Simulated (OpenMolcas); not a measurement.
Ag⁶⁺.

* Program: OpenMolcas
* Basis: ANO-RCC-VQZP [8s7p5d3f2g1h]
* Scalar Hamiltonian: DKH2, point nucleus
* Active space: 5 electrons in 5 orbitals (4d)
* State averaging: 2S+1 = 6 even, 1 root; 2S+1 = 4 even, 24 roots; 2S+1 = 2 even, 75 roots
* Spin-orbit coupling: RASSI with atomic mean-field integrals over the reference wave functions, term energies averaged over their components

Two sets of levels on these reference wave functions, in eV above 4d5 6S 5/2: one from CASSCF and one from MS-CASPT2, IPEA 0.25 Eh, imaginary shift 0.1 Eh (closed shells correlated: 4s 4p).

```tsv
Level	Set 1	Set 2
4d5 6S 5/2	0.0000	0.0000
4d5 4G 5/2	3.865	4.367
4d5 4G 7/2	3.968	4.451
4d5 4G 11/2	4.000	4.473
4d5 4G 9/2	4.024	4.498
4d5 4P 3/2 [55 %]	4.323	4.971
4d5 4P 1/2 [68 %]	4.510	5.144
4d5 4D 7/2	4.745	5.460
4d5 4D 1/2 [69 %]	4.996	5.681
4d5 4D 5/2 [56 %]	5.079	5.768
4d5 4D 3/2 [55 %]	5.126	5.799
4d5 2I 11/2	5.780	6.339
4d5 2I 13/2	5.952	6.496
4d5 2D 3/2(1) [55 %]	6.277	7.117
4d5 4F 7/2 [51 %]	6.411	7.267
4d5 4F 9/2 [65 %]	6.432	7.278
```

**Question.** Which set is which?

**Answer.** Set 1 is MS-CASPT2. Its levels of the other terms of 4d5 lie at 0.87 to 0.92 of the other set's values, as expected, since terms of lower spin or lower L gain more correlation energy than the Hund ground term. Against 12 measured levels (the list in Gamrath, thesis, University of Mons (2023)) the mean absolute deviation is 1900 cm-1 with it and 6800 cm-1 without; single levels miss by up to 2800 cm-1 with it.

CASPT2 breaks the degeneracy within a term, and the mean is taken; among the terms shown or strongly mixed into the levels shown the widest spread is 460 cm-1 (4d5 4F, MS-CASPT2). Without dynamic correlation excited terms often stand tens of per cent too high (terms of higher spin than the ground term too low), and those without a measured partner can miss by more than the paired ones (holds for CASSCF). Blocks of more than 70 roots (2S+1 = 2 even) ran without multistate coupling (holds for MS-CASPT2). Measured partners are found by configuration, term and J. A level has none where our copy of the source lacks it or the pairing is in doubt (some pairs that miss far off the trend of their configuration count as doubtful), and it then counts in no deviation. Only configurations of the active space appear. The table leaves out levels that lie high or whose names do not pair safely across all columns.

A share in square brackets marks a mixed level and gives the weight of the term that names it, the lowest over the columns. A number in round brackets counts repeated terms of one configuration in the order of the reference energies.
